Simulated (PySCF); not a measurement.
Ca (calcium, neutral) across methods

[Ar] 4s2, closed-shell 1S. Computed with PySCF 2.14 in an uncontracted even-tempered set (22 s from 0.0056 bohr⁻², ratio 2.5; 16 p from 0.0073 bohr⁻², ratio 2.5; 6 d from 0.11 bohr⁻², ratio 2.7; 6 f from 0.16 bohr⁻², ratio 2.7), with the non-relativistic Hamiltonian (point nucleus).

```tsv
method	E (hartree)	mean ε 3s (eV)	mean ε 3p (eV)	mean ε 4s (eV)	Σ⟨r²⟩ (bohr²)	⟨S²⟩
UHF	-676.75454	-61.101	-36.485	-5.321	56.57	0.000
PBE	-677.346	-46.690	-28.062	-3.753	53.10	0.000
LDA	-675.739	-46.436	-28.048	-3.849	52.41	0.000
M06-L	-677.547	-48.689	-28.867	-3.794	52.44	0.000
PBEsol	-676.498	-46.558	-28.005	-3.751	52.95	0.000
PBE0	-677.389	-50.576	-30.436	-4.317	53.41	0.000
```

Estimate the same row for r2SCAN.

E (hartree) = -677.520; mean ε 3s (eV) = -48.528; mean ε 3p (eV) = -28.999; mean ε 4s (eV) = -3.821; Σ⟨r²⟩ (bohr²) = 53.95; ⟨S²⟩ = 0.000.
